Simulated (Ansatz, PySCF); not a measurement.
Reaction 2 R1 → P1 + P2, each structure at its B3LYP-D3(BJ)/def2-TZVP stationary point, reached from a drawn start (curvature not checked).
P1, Br3Ti (SMILES [Br][Ti]([Br])[Br]) (charge 0, multiplicity 2):
```xyz
4

Ti     0.00041    -0.00031    -0.00055
Br     2.35434    -0.00928    -0.00897
Br    -1.16841     2.04278    -0.00172
Br    -1.18624    -2.03319     0.01114
```
R1, Br2Ti (SMILES [Br][Ti][Br]) (charge 0, multiplicity 3):
```tsv
atom	x (Å)	y (Å)	z (Å)
Ti	0.0000	0.0000	-0.0002
Br	2.4030	-0.0043	0.0109
Br	-2.4030	0.0043	-0.0107
```
P2, BrTi (SMILES [Ti][Br]) (charge 0, multiplicity 4):
```csv
atom,x (Å),y (Å),z (Å)
Ti,-0.0095,-0.0191,-1.2118
Br,0.0095,0.0191,1.2118
```

P less R. No zero-point or thermal terms; open shells are unrestricted; no spin–orbit coupling. The spin states of the d-block species are the ones drawn and need not be the lowest.

Correlated levels freeze the cores. In cc and def2 sets filled d and f shells under p-block atoms count as core.

Codes used: Ansatz (Gaussian basis) for Hartree–Fock, density functionals and correlated methods; PySCF for the D3/D4 terms. No computed number here is a measurement.

Total energies in hartree:

```csv
structure,PBE/def2-TZVPP,B3LYP-D3(BJ)/def2-TZVPP,CCSD(T)/def2-TZVPP
P1,-8570.759031,-8572.248442,-8566.552710
R1,-5996.881714,-5997.963476,-5993.862061
P2,-3422.995113,-3423.659368,-3421.140273
```

**Question.** Work out the reaction energy at each level in kcal/mol (1 hartree = 627.50947 kcal/mol), and say how far PBE/def2-TZVPP lies from CCSD(T)/def2-TZVPP.

**Answer.** 
- PBE/def2-TZVPP: (-8570.759031) + (-3422.995113) − 2 × (-5996.881714) = 0.009284 hartree = 5.83 kcal/mol
- B3LYP-D3(BJ)/def2-TZVPP: (-8572.248442) + (-3423.659368) − 2 × (-5997.963476) = 0.019142 hartree = 12.01 kcal/mol
- CCSD(T)/def2-TZVPP: (-8566.552710) + (-3421.140273) − 2 × (-5993.862061) = 0.031139 hartree = 19.54 kcal/mol
PBE/def2-TZVPP less CCSD(T)/def2-TZVPP: -13.71 kcal/mol. CCSD(T)/def2-TZVPP is the level counted from, the highest shown, and no exact or measured value.

Ansatz is a quantum-chemistry and plane-wave program.
